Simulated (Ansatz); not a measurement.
Two isomers of C2H6AlFSi: A = `[F][Al]1[CH2][SiH2][CH2]1`, B = `F[CH]1[CH2][Al]1[SiH3]`.

Program: Ansatz. Geometries: PBE0-D4/def2-TZVP. ΔE: electronic, gas phase. CCSD(T)/CBS is the MP2 limit (def2-TZVPP, def2-QZVPP) plus CCSD(T) − MP2 in def2-TZVPP, frozen cores. Functionals use def2-TZVPP. B3LYP here is the variant with VWN-RPA as its local correlation; programs differ in this.

Task: Which is lower in electronic energy at CCSD(T)/CBS, and by how much? (An estimate is asked.)

Result: Computed: A, by 461.1 kJ/mol.

Task: Give E(B) − E(A) in kJ/mol with CCSD(T)/def2-TZVPP, PBE0-D4, B3LYP-D4, CCSD/def2-TZVPP, B3LYP, r2SCAN-D4, MP2/def2-TZVPP. (Best estimate.)

Result: The calculation gave: CCSD(T)/def2-TZVPP 455.7, PBE0-D4 439.5, B3LYP-D4 443.6, CCSD/def2-TZVPP 457.8, B3LYP 436.3, r2SCAN-D4 448.7, MP2/def2-TZVPP 480.9. None reverses the order clearly.

Largest T1 diagnostic: 0.014.

The D4 term adds +7.3 kJ/mol with B3LYP and +3.7 kJ/mol with PBE0; it sums over pairs of atoms, weighted by their polarisabilities, and B3LYP, whose exchange is more repulsive, gets the larger term. From PBE to PBE0 (25 % exact exchange), in def2-TZVPP and without D4, E(B) − E(A) moves by +18.6 kJ/mol.
